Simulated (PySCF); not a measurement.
Se³⁺ (selenium, charge +3) across methods

[Ar] 3d10 4s2 4p1, 2P determinant. Calculation: PySCF 2.14, in x2c-TZVPPall with one added diffuse shell each of s, p, d type (7s6p5d1f, 57 functions); the spin-free X2C one-electron Hamiltonian (Gaussian nucleus).

| method | E (hartree) | mean ε 4s α (eV) | mean ε 4s β (eV) | mean ε 4p α (eV) | Σ⟨r²⟩ (bohr²) | ⟨S²⟩ |
| --- | --- | --- | --- | --- | --- | --- |
| r2SCANh | -2427.463 | -50.824 | -49.345 | -38.070 | 18.49 | 0.754 |
| M06-2X | -2427.624 | -52.495 | -50.129 | -39.797 | 18.62 | 0.753 |
| PBE0 | -2427.224 | -51.417 | -49.840 | -38.518 | 18.51 | 0.752 |
| wB97M-V | -2427.327 | -53.921 | -52.393 | -40.716 | 18.55 | 0.752 |
| B3LYP | -2427.545 | -51.206 | -49.876 | -38.209 | 18.52 | 0.752 |
| UHF | -2425.84838 | -55.542 | -52.407 | -42.265 | 18.67 | 0.757 |
| LDA | -2423.903 | -50.057 | -49.048 | -37.052 | 18.46 | 0.751 |
| r2SCAN | -2427.471 | -50.194 | -48.863 | -37.528 | 18.48 | 0.754 |
| PBE | -2427.177 | -49.726 | -48.593 | -37.014 | 18.51 | 0.751 |
